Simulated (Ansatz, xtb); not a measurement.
## C4H2F2S: which of two isomers lies lower

Structure I: `Fc1ccsc1F`, a singlet. Structure II: `Fc1csc(F)c1`, a singlet. Both are isolated molecules in the gas phase, relaxed with B3LYP-D3(BJ)/def2-SVP.

Problem. Estimate which is lower in electronic energy at CCSD(T)/def2-SVP + ΔMP2/def2-TZVPP, and by roughly how much.

Solution. The CCSD(T)/def2-SVP + ΔMP2/def2-TZVPP calculation puts structure II lower, by 3.3 kcal/mol.

The same difference at several levels:

```csv
level,geometry,E(II) − E(I) (kcal/mol),departure from the last row (kcal/mol),"job, with rough time for the two"
GFN2-xTB,GFN2-xTB,−3.2,+0.1,"optimisation, 0.42 s"
HF/STO-3G,GFN2-xTB,−2.8,+0.5,"single point, 2 s"
r2SCAN-D4/def2-SVP,GFN2-xTB,−4.0,−0.7,"single point, 9.9 s"
B3LYP-D3(BJ)/def2-SVP,B3LYP-D3(BJ)/def2-SVP,−3.7,−0.4,"optimisation, 69 s"
HF/def2-SVP,B3LYP-D3(BJ)/def2-SVP,−4.3,−1.0,part of the CCSD(T) run
MP2/def2-SVP,B3LYP-D3(BJ)/def2-SVP,−3.8,−0.5,part of the CCSD(T) run
CCSD(T)/def2-SVP,B3LYP-D3(BJ)/def2-SVP,−3.7,−0.3,single point
CCSD(T)/def2-SVP + ΔMP2/def2-TZVPP,B3LYP-D3(BJ)/def2-SVP,−3.3,,"single point, 2.1 min"
```

As drawn, both hold the same kinds of bond in the same numbers.

The levels shown agree on the order. The largest departure from CCSD(T)/def2-SVP + ΔMP2/def2-TZVPP is that of HF/def2-SVP, 1.0 kcal/mol. The last row adds to CCSD(T) the change of the MP2 difference between the two basis sets, here +0.3 kcal/mol.

With thermal terms from frequencies at re-optimised GFN2-xTB minima (ideal gas, soft modes damped towards free rotors, one conformer each, 298.15 K, 1 atm): on the last row, ΔE + ΔZPE = −3.3, ΔH = −3.4, ΔG = −3.3 kcal/mol.

The correlated steps freeze 11 core orbitals. Run with Ansatz 0.2.0, xtb 6.7.1; the last row on 2 threads of AMD EPYC (Zen 3) on a shared host.
